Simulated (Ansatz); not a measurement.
Born–Oppenheimer molecular dynamics of a periodic cell of 30 atoms, H20CO9 (contents 8 H2O + 1 CH3OH, density as packed 0.73 g/cm³ with natural masses). It goes on from the last frame of an earlier run, with new velocities.

All numbers below come from DFT PBE-D3(BJ), scalar-relativistic, plane waves, PAW in Ansatz. Settings: accuracy low, cutoff 420 eV, k mesh 1x1x1, fermi-dirac smearing 0.05 eV, no spin polarisation.

```json
{
 "ensemble": "NVE (velocity Verlet)",
 "time step": "0.5 fs",
 "steps asked": "400",
 "starting velocities drawn for": "500 K",
 "masses": "H 2.014 u",
 "seed": "658513"
}
```

First frame:

```xyz
30
Lattice="7.3625 0.0000 0.0000 0.0000 7.3625 0.0000 0.0000 0.0000 7.3625" Properties=species:S:1:pos:R:3
O 0.763 1.859 2.427
H 0.181 2.534 2.109
H 0.248 1.045 2.312
O 6.459 3.455 6.793
H 7.413 3.616 6.652
H 5.990 3.890 6.012
O 5.571 4.812 4.473
H 6.046 5.632 4.287
H 5.605 4.221 3.718
O 3.171 6.121 5.262
H 3.977 5.598 5.095
H 2.873 6.232 4.331
O 7.666 0.098 6.351
H 8.614 -0.099 6.099
H 7.646 1.088 6.627
O 5.294 3.278 1.979
H 5.260 2.392 2.352
H 5.675 3.133 1.079
O 1.899 3.890 6.714
H 2.286 4.717 6.347
H 2.398 3.147 6.290
O 6.223 7.222 1.897
H 5.935 6.288 2.110
H 6.766 6.966 1.134
C 1.493 5.411 2.210
O 2.573 6.293 2.712
H 1.855 4.429 1.879
H 2.454 7.255 2.346
H 0.764 5.182 2.974
H 1.129 5.983 1.374
```

Problem. What does the run give?

Solution. The run went to its last step.

* steps done: 400
* time covered: 200 fs
* mean temperature over the second half: 418 K
* spread of the potential energy over the second half: 3.9 meV per atom
* mean potential energy of the second half above the start: 10.3 meV per atom

The conserved energy stayed within 0.13 meV per atom of its start (net change -0.00097 meV per atom), so the integration is sound. A run of 0.2 ps of so small a system gives no equilibrium averages. Limits of this set-up: coarse k mesh, low accuracy level.

Problem. What happens to the structure?

Solution. Mean squared displacements from the first frame to the last, about the centre of mass: O 0.65 Å², H 1.87 Å², C 2.91 Å². Another seed would give other details.

Problem. How do temperature and energy run in time?

Solution. 
```tsv
time (fs)	T (K)	potential energy less start (eV)	conserved less start (meV/atom)
0.0	500	0.000	0.00
10.0	421	0.297	0.03
20.0	414	0.323	0.06
30.0	434	0.247	-0.01
40.0	420	0.302	0.05
50.0	415	0.318	0.03
60.0	435	0.243	0.01
70.0	410	0.339	0.06
80.0	424	0.285	0.00
90.0	412	0.331	0.05
100.0	458	0.159	0.02
110.0	395	0.396	0.03
120.0	416	0.316	0.03
130.0	422	0.295	0.05
140.0	446	0.202	0.01
150.0	424	0.286	0.01
160.0	346	0.580	0.11
170.0	497	0.008	-0.05
180.0	386	0.430	0.08
190.0	419	0.303	0.03
200.0	442	0.218	0.00
```

The run took 11 min on 1 thread of Arm Neoverse V1 (shared host), peak memory 0.4 GiB.
